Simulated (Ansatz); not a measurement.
Compare A (`CNB(S)C=O`) with its isomer B (`C=C(N)SBO`).

Gas-phase electronic energies from Ansatz, PBE0-D4/def2-TZVP geometries. CBS: MP2 limit from def2 TZ/QZ plus the TZ coupled-cluster correction, frozen cores. DFT in def2-TZVPP. B3LYP here is the variant with VWN-RPA as its local correlation; programs differ in this. Each species was taken in one conformer, which may not be the lowest.

(1) Which is lower in electronic energy at CCSD(T)/CBS, and by how much? (Estimate.)

(2) Give E(B) − E(A) in kJ/mol with B3LYP-D4, MP2/def2-TZVPP, B2PLYP, CCSD/def2-TZVPP, PBE0-D4, PBE-D4, HF/def2-TZVPP. (Best estimate.)

Largest T1 diagnostic: 0.015.

Answers

(1) Ansatz gave: B, by 21.9 kJ/mol.

(2) The calculation gave: B3LYP-D4 -16.6, MP2/def2-TZVPP -25.7, B2PLYP -16.0, CCSD/def2-TZVPP -13.3, PBE0-D4 -21.0, PBE-D4 -18.9, HF/def2-TZVPP -3.5. None reverses the order clearly.

The D4 term adds −3.9 kJ/mol with B3LYP and −1.9 kJ/mol with PBE0; it sums over pairs of atoms, weighted by their polarisabilities, and B3LYP, whose exchange is more repulsive, gets the larger term. In def2-TZVPP, CCSD(T) changes the Hartree–Fock value by −13.3 kJ/mol (the triples alone add −3.5 kJ/mol) and MP2 by −22.2 kJ/mol.
